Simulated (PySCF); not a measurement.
# Electronic structure of B (boron, neutral) at the UHF level

Configuration: [He] 2s2 2p1, 2P determinant. Computed with PySCF 2.14 in aug-cc-pVDZ-DK, with scalar relativity by spin-free X2C-1e.

* Total energy: -24.537302 hartree
* One-electron energy: -32.3668 hartree
* Hartree (Coulomb) energy: 11.5976 hartree
* Exchange energy: -3.7682 hartree
* ⟨S²⟩: 0.7606
* ⟨L²⟩: 2.029
* Sum of ⟨r⟩: 6.818 bohr
* Sum of ⟨r²⟩: 15.89 bohr²
* Traceless quadrupole moment −½Σ⟨3z² − r²⟩ along its main axis: -2.51 e·bohr²
* Langevin diamagnetic susceptibility: -12.6 ×10⁻⁶ cm³/mol
* Time after the integrals: 0.07 s of wall time on 1 thread of Neoverse-V1 (shared host)

```csv
shell,electrons,mean orbital energy (hartree),"rms radius, mean of both spins (bohr)"
1s α,1,-7.70619,0.378
1s β,1,-7.69053,0.378
2s α,1,-0.54598,2.18
2s β,1,-0.44791,2.18
2p α,1,-0.31722,2.47
```
